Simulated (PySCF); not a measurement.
Saddle point of GaH₃S, closed shell (GaH₃S ([SH][GaH2]) → GaH + H₂S; bonds formed: S2–H3; bonds broken: Ga1–S2, Ga1–H3), PBE0-D4/def2-TZVP structure:

Ga1  (-0.468, -0.815, 0.812)
S2  (0.308, 0.782, -1.030)
H3  (0.952, -0.479, 0.065)
H4  (-1.999, -0.915, 0.424)
H5  (1.208, 1.427, -0.271)
(Å)

Energies are electronic, without zero-point energy. Barriers and step energies count from the start structure reached by relaxing down the imaginary mode; all methods use the PBE0-D4 structures, on which another method's saddle can fall below an end. Computed with PySCF 2.14 with density fitting (its default auxiliary sets; JK sets also for MP2 and CCSD(T)) (basis: def2-TZVPP, with def2-QZVPP for the basis limit); correlated methods freeze the cores. Filled d shells of the heavier atoms are correlated. The def2 sets are not built for correlating such inner shells, so the correlated values are less sure here. B3LYP uses VWN-RPA correlation. Extrapolation: Hartree–Fock as exp(−7.88 √X), correlation as X^−2.97.

```csv
method,barrier (eV),step energy (eV)
SPW92,?,1.562
PBE-D4,?,1.397
r2SCAN-D4,?,1.637
PBE0-D4,2.427,1.521
B3LYP-D4,2.351,1.333
BHLYP-D4,2.736,1.465
wB97M-V,2.629,1.459
HF,3.318,1.555
MP2,2.659,1.750
CCSD,2.753,1.583
CCSD(T),2.605,1.598
```

(1) Fill in the withheld barriers. (To be estimated.)

T1 diagnostic: at most 0.017. The restricted Hartree–Fock reference is unstable towards an unrestricted one at one or more of these structures.

Results:

(1) The calculation gives: PBE-D4 2.101; SPW92 2.062; r2SCAN-D4 2.354 eV. Each is the energy of the saddle less that of the start structure, by the same method.

For comparison, the barrier by CCSD(T) at an estimated basis limit (MP2 extrapolated from triple and quadruple zeta, plus CCSD(T) − MP2 in triple zeta) is 2.507 eV.

Labels in which every atom is bracketed show which atoms are joined, not bond orders.

For scale, one of the runs: CCSD(T)/def2-TZVPP, 132 basis functions, launched by `OMP_NUM_THREADS=4 python run.py`. Time: 61 s of wall clock on 4 CPU threads of an Arm Neoverse V2; the host was shared. Peak host memory: 0.72 GiB.
